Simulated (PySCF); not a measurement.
## HTaO₂ + Br₂ → TaO₂Br + HBr

Level: PBE0 in the def2-TZVP basis family, computed in PySCF with density fitting; scalar-relativistic core potentials for atoms from Rb on, none lighter, no spin–orbit coupling; open shells unrestricted.

```tsv
species	state and structure	ZPE (kJ/mol)	H(298 K) − H(0) (kJ/mol)	S° (J/(mol K))
HTaO₂	singlet, Cs, Ta–H 1.779 Å, Ta–O 1.722 Å (×2); H–Ta–O 101.4° (×2), O–Ta–O 105.8°	31.9	12.1	285.1
Br₂	singlet, D∞h, Br–Br 2.281 Å	2.0	9.7	244.8
TaO₂Br	singlet, Cs, Ta–Br 2.467 Å, Ta–O 1.724 Å (×2); Br–Ta–O 110.6° (×2), O–Ta–O 106.4°	17.2	15.7	331.9
HBr	singlet, C∞v, H–Br 1.421 Å	16.0	8.7	198.5
```

Task: Is the gas-phase reaction uphill or downhill in electronic energy at this level, and by how much?

Result: At PBE0/def2-TZVP, ΔE = -256.2 kJ/mol, downhill. 

Task: Add zero-point, thermal and entropy terms for 298.15 K and 1 bar.

Result: ΔZPE = -0.7 and Δ[H(298) − H(0)] = 2.6 kJ/mol give ΔH° = -254.3 kJ/mol. ΔS° = 0.5 J/(mol K), so ΔG° = -254.3 − 298.15 × (0.0005) = -254 kJ/mol.

Spin–orbit coupling can matter for HTaO₂, TaO₂Br and is left out. The structures come from searches over a few start shapes, so lower isomers are not excluded.
